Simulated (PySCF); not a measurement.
Compound: C7H8N2.
Atom-mapped SMILES: `[CH3:1]/[N:2]=[CH:3]/[c:4]1[cH:5][cH:6][cH:7][n:8][cH:9]1` (hydrogens: H10, H11, H12 on C1; H13 on C3; H14 on C5; H15 on C6; H16 on C7; H17 on C9)

The same species was optimised twice, with GFN2-xTB and with PBE0-D3(BJ)/def2-SVP (PySCF), and the same property calculations (PySCF, gas phase) were run on both structures.

```tsv
coordinate	GFN2-xTB	PBE0-D3(BJ)/def2-SVP	change
C3–C4 (Å)	1.454	1.468	+0.014
N8–C9 (Å)	1.319	1.329	+0.010
C6–C7 (Å)	1.389	1.399	+0.010
C1–N2 (Å)	1.424	1.431	+0.007
C7–N8 (Å)	1.322	1.330	+0.008
N2=C3 (Å)	1.261	1.267	+0.006
C5–C6 (Å)	1.382	1.387	+0.005
C4–C9 (Å)	1.396	1.400	+0.004
C4–C5 (Å)	1.397	1.400	+0.003
C1–N2–C3 (°)	120.5	119.0	-1.5
N2–C3–C4 (°)	121.6	122.4	+0.8
C7–N8–C9 (°)	118.2	117.6	-0.6
C3–C4–C9 (°)	120.8	120.5	-0.3
C4–C9–N8 (°)	123.7	124.0	+0.3
C4–C5–C6 (°)	118.9	118.7	-0.2
C5–C4–C9 (°)	117.4	117.6	+0.2
C3–C4–C5 (°)	121.7	121.9	+0.2
N2–C3–C4–C5 (°)	1	0	-1
```

Rotational constants: A = 5297, B = 927.1, C = 792.8 MHz (GFN2-xTB) against A = 5256, B = 913.7, C = 782.2 MHz (PBE0-D3(BJ)/def2-SVP). Point groups within 0.08 Å: Cs and Cs.

On the GFN2-xTB structure: lowest singlet, TDDFT (eV) 4.24 [PBE0/def2-SVPD]; lowest triplet, Tamm–Dancoff (eV) 3.42 [PBE0/def2-SVPD]; isotropic polarisability (au) 100.4 [PBE0/def2-SVPD]; HOMO (eV) -7.35 [PBE0/def2-SVPD]; LUMO (eV) -1.64 [PBE0/def2-SVPD]; dipole (D) 1.56 [PBE0/def2-SVPD]; HOMO (eV) -7.33 [PBE0/pcSseg-1]; LUMO (eV) -1.56 [PBE0/pcSseg-1]; dipole (D) 1.72 [PBE0/pcSseg-1]; GIAO shielding of C1 (ppm) 135.0 [PBE0/pcSseg-1]; GIAO shielding of N2 (ppm) -112.4 [PBE0/pcSseg-1]; GIAO shielding of C3 (ppm) 24.3 [PBE0/pcSseg-1]; GIAO shielding of C4 (ppm) 50.4 [PBE0/pcSseg-1]; GIAO shielding of C5 (ppm) 46.2 [PBE0/pcSseg-1]; GIAO shielding of C6 (ppm) 58.2 [PBE0/pcSseg-1]; GIAO shielding of C7 (ppm) 29.3 [PBE0/pcSseg-1]; GIAO shielding of N8 (ppm) -90.8 [PBE0/pcSseg-1].

Question: What do these properties become on the PBE0-D3(BJ)/def2-SVP structure?

Answer: 
```tsv
property	level	on GFN2-xTB	on PBE0-D3(BJ)/def2-SVP	change
lowest singlet, TDDFT (eV)	PBE0/def2-SVPD	4.24	4.28	+0.04
lowest triplet, Tamm–Dancoff (eV)	PBE0/def2-SVPD	3.42	3.40	-0.02
isotropic polarisability (au)	PBE0/def2-SVPD	100.4	102.0	+1.6
HOMO (eV)	PBE0/def2-SVPD	-7.35	-7.37	-0.02
LUMO (eV)	PBE0/def2-SVPD	-1.64	-1.68	-0.04
dipole (D)	PBE0/def2-SVPD	1.56	1.49	-0.07
energy, GFN2-xTB geometry as zero (kcal/mol)	PBE0/def2-SVPD	0.0	-0.9	-0.9
HOMO (eV)	PBE0/pcSseg-1	-7.33	-7.36	-0.03
LUMO (eV)	PBE0/pcSseg-1	-1.56	-1.61	-0.05
dipole (D)	PBE0/pcSseg-1	1.72	1.64	-0.08
energy, GFN2-xTB geometry as zero (kcal/mol)	PBE0/pcSseg-1	0.0	-0.5	-0.5
GIAO shielding of C1 (ppm)	PBE0/pcSseg-1	135.0	132.9	-2.1
GIAO shielding of N2 (ppm)	PBE0/pcSseg-1	-112.4	-113.0	-0.6
GIAO shielding of C3 (ppm)	PBE0/pcSseg-1	24.3	20.8	-3.5
GIAO shielding of C4 (ppm)	PBE0/pcSseg-1	50.4	48.9	-1.5
GIAO shielding of C5 (ppm)	PBE0/pcSseg-1	46.2	44.9	-1.3
GIAO shielding of C6 (ppm)	PBE0/pcSseg-1	58.2	55.9	-2.3
GIAO shielding of C7 (ppm)	PBE0/pcSseg-1	29.3	26.7	-2.6
GIAO shielding of N8 (ppm)	PBE0/pcSseg-1	-90.8	-94.3	-3.5
```

The heavy atoms differ by 0.024 Å rms after alignment. Among bonds between heavy atoms C3–C4 changes most (+0.014 Å). Changes are differences of the printed values. Neither structure is proved a minimum here.

Shape of the structure used: `[CH3:1]/[N:2]=[CH:3]/[c:4]1[cH:5][cH:6][cH:7][n:8][cH:9]1`: N2–C3–C4–C5 0°.
